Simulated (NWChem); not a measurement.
[SH][ZnH] (ZnH$_{2}$S), optimised at PBE0/def2-SVP with NWChem:

| Quantity | Result |
|---|---|
| highest occupied level (eV) | -6.96 |
| orbital gap (eV) | 7.02 |
| dipole (D) | 1.51 |
| highest harmonic frequency (cm⁻¹) | 2703 |
| zero-point energy (kcal/mol) | 9.2 |

Problem. One Zn atom is replaced by Mg, giving [MgH][SH] (MgH₂S), optimised at the same level. How do these values move?

Solution. 
```
quantity                           new value  change
---------------------------------  ---------  ------
highest occupied level (eV)            -6.95   +0.01
orbital gap (eV)                        6.17   -0.85
dipole (D)                              1.24   -0.27
highest harmonic frequency (cm⁻¹)       2702      -1
zero-point energy (kcal/mol)             8.6    -0.6
```
